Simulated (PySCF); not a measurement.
Calcium: highly charged ions in a basis for the neutral atom

Ca⁶⁺ [Ne] 3s2 3p2, Ca⁷⁺ [Ne] 3s2 3p1. Calculation: PySCF 2.14, in pcseg-2 (6s4p3d, 33 functions); no relativity, point nucleus. No spin-orbit coupling, so a gap to NIST mixes the basis error with missing relativistic terms.

Changed run: basis of the neutral atom used for a highly charged ion. This setting is unsound on purpose.

```tsv
species	method	sound run (hartree)	changed run (hartree)	converged
Ca⁶⁺	UHF	not run	-664.87691	yes
Ca⁶⁺	BP86	not run	-665.50925	yes
Ca⁶⁺	LDA	not run	-663.59466	yes
Ca⁷⁺	UHF	not run	-660.23081	yes
Ca⁷⁺	BP86	not run	-660.82776	yes
Ca⁷⁺	LDA	not run	-658.91472	yes
```

Ionisation energy of Ca⁶⁺:

```json
{"method": "UHF", "changed run (eV)": "126.43", "NIST (eV)": "127.21 ± 0.25"}
{"method": "BP86", "changed run (eV)": "127.39", "NIST (eV)": "127.21 ± 0.25"}
{"method": "LDA", "changed run (eV)": "127.35", "NIST (eV)": "127.21 ± 0.25"}
```

The contracted functions were made for the neutral atom and can be too rigid for a highly charged ion.
